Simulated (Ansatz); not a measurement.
Harmonic frequencies (cm⁻¹) at PBE0-D4/def2-TZVP from Ansatz: 69, 98, 206, 434, 488, 679, 694, 704, 827, 835, 917, 963, 978, 1003, 1024, 1242, 1340, 1356, 1467, 1717, 2201, 2230, 2244, 3159, 3167, 3268, 3615.

Each molecule was computed in one conformer, which needn't be the lowest.

Q: Which molecule is it?
A. `CC[Si]N`
B. `C=CN[SiH3]`
C. `C=NC[SiH3]`
D. `C=C[SiH2]N`

A: B.
